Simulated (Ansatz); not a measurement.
Program: Ansatz. Geometries: PBE0-D4/def2-TZVP. ΔE: electronic, gas phase. CBS: MP2 limit from def2 TZ/QZ plus the TZ coupled-cluster correction, frozen cores. For Br, Ga, Se outer-core shells are correlated without core-valence functions, which leaves a few kJ/mol of doubt a bond. Scalar relativity is left out up to krypton. Each species was taken in one conformer, which may not be the lowest.

Reaction (cleavage of the Si–B bond): `C[Se]B[SiH3]` + `C[O][Ga]([OH])[Br]` → `C[O][Ga]([Br])[O][SiH3]` + `B[Se]C`

| species | CCSD(T)/CBS(def2) energy (Eh) |
| --- | --- |
| `C[Se]B[SiH3]` | -2756.84434 |
| `C[O][Ga]([OH])[Br]` | -4688.17187 |
| `C[O][Ga]([Br])[O][SiH3]` | -4978.48921 |
| `B[Se]C` | -2466.56684 |

**Question.** Work out ΔE.

**Answer.** ΔE = (-4978.48921) + (-2466.56684) − (-2756.84434) − (-4688.17187) = -0.03984 Eh = -104.6 kJ/mol.

Largest T1 diagnostic among the species: 0.014.

From BLYP to BHLYP (50 % exact exchange), in def2-TZVPP and without D4, ΔE moves by −20.5 kJ/mol. Leaving LDA and LC-ωPBE aside and taking each functional with its dispersion term where it has one, the values, not all of them listed here, spread over 39.9 kJ/mol, from BHLYP-D4 to PBE-D4. At CCSD(T), def2-SVP lies +5.7 kJ/mol from the extrapolated value and def2-TZVPP −1.1 kJ/mol.
